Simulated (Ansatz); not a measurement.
Ansatz (a quantum-chemistry and plane-wave program) input (MP2/def2-TZVP):

Ansatz 0.2 input:
```yaml
crystal:
  periodic: [false, false, false]
  atoms:
    - {symbol: B, position_ang: [-0.00000000, -0.00000000, -0.76882028]}
    - {symbol: N, position_ang: [0.00000000, 0.00000000, 0.54915734]}
basis:
  gaussian:
    orbitals: def2-TZVP
magnetization: {spin_polarized: true, initial_magnetization: 2}
correlation: {method: mp2, electrons: outside_noble_gas}
relax: {f_tol: 0.003, max_steps: 100}
```

End of the output:

```
mean field evaluation 160: about -2150.1947 eV, gradient 4.5e-6 eV
mean field evaluation 192: about -2148.5047 eV, gradient 1.3e-1 eV
mean field evaluation 224: about -2148.0783 eV, gradient 9.0e0 eV
mean field evaluation 256: about -2149.1586 eV, gradient 1.1e1 eV
mean field -2150.19474423 eV, -79.0181993959 hartree, gradient 8.1e-6 eV, S^2 2.045595; 14 other end points of the search recorded, 0 dependent functions left out
2 core orbitals not correlated
reference -2150.19474423 eV, -79.0181993959 hartree; 5, 3 occupied and 55, 57 virtual orbitals, 430 factors
densities: 0.09 GiB planned
second order -5.94088363 eV of doubles, -0.00000000 eV of singles
the calculation of the forces begins
Total energy: -2156.13562785 eV, -79.2365228423 hartree
Atom 0 at     0.000000     0.000000    -0.767277 Å, force     0.000000     0.000000     0.000030 eV/Å
Atom 1 at    -0.000000    -0.000000     0.547615 Å, force    -0.000000    -0.000000    -0.000030 eV/Å
Dipole moment:     0.000000    -0.000000    -0.527738 e Å
Checks for a lower state left out: cluster_reference
```
